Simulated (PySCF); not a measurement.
Compound: C8H11PSi.
Z-matrix (Å and degrees, GFN2-xTB geometry), rows numbered from 1:
```
Si
C   1  1.8901
C   2  1.3914  1  120.47
C   3  1.3840  2  123.95  1  -179.12
C   4  1.3853  3  124.96  2     0.16
C   5  1.4769  4  118.99  3   179.70
C   6  1.5068  5  119.82  4  -145.23
C   7  1.4889  6   60.38  5  -109.33
P   5  1.7529  4  122.75  3    -0.16
C   2  1.3858  1  119.03  3  -179.09
H   1  1.4645  2  108.79  3  -140.80
H   1  1.4659  2  108.97  3    99.75
H   1  1.4635  2  108.88  3   -20.45
H   3  1.0818  2  118.26  1     0.90
H   4  1.0848  3  117.57  2  -179.82
H   6  1.0847  5  113.99  4    -0.20
H   7  1.0796  6  118.20  8  -109.10
H   7  1.0812  6  116.96  8   108.32
H   8  1.0795  6  118.17  7   109.03
H   8  1.0809  6  117.07  7  -108.36
H  10  1.0850  2  117.97  1    -1.00
```

Definitions: NICS(0) = −σiso at the ring centroid; NICS(1) = −σiso and NICS(1)zz = −σzz at ±1 Å along the ring normal z. Level: GIAO PBE0/pcSseg-1 (PySCF, non-relativistic, gas phase) on the GFN2-xTB geometry, one conformer.

Ring bond lengths (Å), with Mayer bond orders in brackets: C2–C3 1.391 (1.41), C3–C4 1.384 (1.47), C4–C5 1.385 (1.41), C5–P9 1.753 (1.24), P9–C10 1.728 (1.35), C10–C2 1.386 (1.43); C6–C7 1.507 (0.93), C7–C8 1.489 (0.97), C8–C6 1.507 (0.93).

What do the NICS probes read (ppm)?

```
              ring                                               type  NICS(0)  NICS(1), two faces  NICS(1)zz, two faces  rms pucker (Å)  centre to ring atoms, mean (Å)
C2–C3–C4–C5–P9–C10  6-membered ring with P; formal bonds all aromatic     -6.5       -10.0 / -10.1         -24.2 / -24.4            0.00                            1.50
          C6–C7–C8     3-membered carbocycle; formal bonds all single    -42.0         -6.8 / -7.8         -24.8 / -23.8            0.00                            0.87
```

What can be read from them?

- C2–C3–C4–C5–P9–C10: mean NICS(1)zz -24.3 ppm, shielded.
- C6–C7–C8: mean NICS(1)zz -24.3 ppm, shielded. C6, C7, C8 have four or more neighbours, and the NICS criterion for π rings isn't applied. NICS(0) lies 35 ppm below the mean NICS(1).

What does the geometric index give? HOMA takes Krygowski's 1993 parameters.

- C2–C3–C4–C5–P9–C10: HOMA 0.92; the largest term is that of C5–P9, α(R − Ropt)² = 0.36.

At the second NICS(1) probe listed for ring C6–C7–C8, 1 Å off the ring, what do the in-plane components average?

The isotropic value is a third of the trace: (3 × -7.8 − (-23.8))/2 = 0.2 ppm.
